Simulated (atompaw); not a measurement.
## PBE PAW (atompaw) dataset for sulfur (S), scalar-relativistic all-electron reference.

* Element: S
* Generator: atompaw 4.2.0.5
* Type: PAW
* Functional: PBE
* Relativity: scalar-relativistic
* Frozen core: [Ne]
* Valence charge: 6
* Reference configuration: 3s2 3p2 (charge +2)
* Partial waves: 3s (bound): rc 1.10 bohr; 3s channel at -1.15 Ry: rc 1.10 bohr; 3p (bound): rc 1.65 bohr; 3p channel at 0.9 Ry: rc 1.65 bohr
* Local potential: bessel scheme, radius 1.10 bohr
* Core correction: smooth core density matched at 1.05 bohr
* Augmentation charge: besselshape compensation charge, radius 1.25 bohr; PAW radius 1.65 bohr; waves and projectors: custom polynom2 7 10 vanderbiltortho

All-electron outer shells of the reference configuration (PBE, scalar-relativistic, ld1.x):

```
shell  level (eV)  outermost node (bohr)  outermost maximum (bohr)
   3s      -39.40                   0.60                      1.37
   3p      -27.98                   0.57                      1.50
```

Results:

| Item | Value |
| --- | --- |
| Cutoffs needed | 25 Ry and 230 Ry (the cutoffs (Ry, on a coarse ladder) from which the occupation-weighted sum of valence levels, in a spherical-Bessel basis at the reference potential, stays within 10 and 1 mRy of its value at 400 Ry) |
| Ghost test | no extra level below or beside the all-electron valence levels (s, p, d, f tested) (spherical-Bessel basis up to 400 Ry, 20 bohr box) |
| Lowest eigenvalue of the overlap operator | 0.24 (s channel) |
| Overlap eigenvalues printed by atompaw (projector basis) | 0.088, 0.315, 44.7, 818 |
| Share of each valence orbital outside the PAW sphere | 3s 40 %, 3p 52 % |

Generation and tests took about 1.2 s on one core of a shared server CPU.
